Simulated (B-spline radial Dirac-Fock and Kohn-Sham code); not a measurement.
Pr 6s: cross section and angular parameters

System: the Pr atom, [Xe] 4f3 6s2; threshold 4.69 eV (orbital energy of the model). The computed values come from a B-spline atomic structure program: Dirac-Hartree-Slater photoionisation with a Latter tail; cross sections with all multipoles, angular parameters from the dipole term and its interference with E2.

The run's input, task.json:

```json
{"items": [{
  "Z": 59,
  "q": 0,
  "cfg": [[1, 0, 2], [2, 0, 2], [2, 1, 6], [3, 0, 2], [3, 1, 6], [3, 2, 10], [4, 0, 2], [4, 1, 6], [4, 2, 10], [4, 3, 3], [5, 0, 2], [5, 1, 6], [6, 0, 2]],
  "A": 141,
  "rrms": 4.8919,
  "do": "xps",
  "hv": [72.3, 80, 82.8, 98.9, 100, 101.0, 150, 200, 219.0, 236.0, 335.0, 427.0, 1253.6, 1320.0, 1360.0, 1380.0, 1480.0, 1486.9, 1820.0, 2000, 3420.0, 3440.0, 3990.0, 4690.0, 5250.0, 5530.0, 6000, 8950.0, 11300.0, 12300.0],
  "edges": {"K": 41991.0, "L1": 6835.0, "L2": 6440.0, "L3": 5964.0, "M1": 1511.0, "M2": 1337.0, "M3": 1242.0, "M4": 948.3, "M5": 928.8, "N1": 304.5, "N2": 236.3, "N3": 217.6, "N4": 115.1, "N5": 115.1}
}]}
```

Run with: `python xray2_run.py task.json out`

For linearly polarised light dσ/dΩ = σ/(4π) [1 + β P₂(cos θ) + (δ + γ cos²θ) sin θ cos φ], with θ from the polarisation vector and φ the angle between the beam and the projection of the electron momentum on the plane normal to the polarisation.

```
hν (eV)   σ (kb)      β       γ
   72.3     21.6  1.880   0.092
     80     19.5  1.891   0.112
   82.8     18.8  1.894   0.119
   98.9     15.5  1.908   0.154
    100     15.3  1.909   0.156
    101     15.1  1.910   0.158
    150     9.28  1.933   0.229
    200     6.30  1.944   0.271
    219     5.54  1.947   0.282
    236     4.99  1.949   0.290
    335     2.99  1.957   0.318
    427     2.08  1.962   0.323
 1253.6    0.370  1.976   0.178
   1320    0.338  1.976   0.164
   1360        ?      ?       ?
   1380    0.313  1.977   0.152
   1480    0.278  1.977   0.131
 1486.9    0.275  1.977   0.130
   1820    0.193  1.979   0.068
   2000    0.163  1.979   0.039
   3420   0.0610  1.982  -0.097
   3440   0.0604  1.982  -0.098
   3990   0.0456  1.983  -0.116
   4690   0.0334  1.983  -0.118
   5250   0.0268  1.984  -0.107
   5530   0.0242  1.984  -0.099
   6000   0.0206  1.984  -0.080
   8950  0.00923  1.984   0.110
  11300  0.00568  1.984   0.314
  12300  0.00475  1.984   0.406
```

Problem. Give the values at 1360 eV.

Solution. σ = 0.321 kb, β = 1.977, γ = 0.156. For an s subshell δ is negligible.
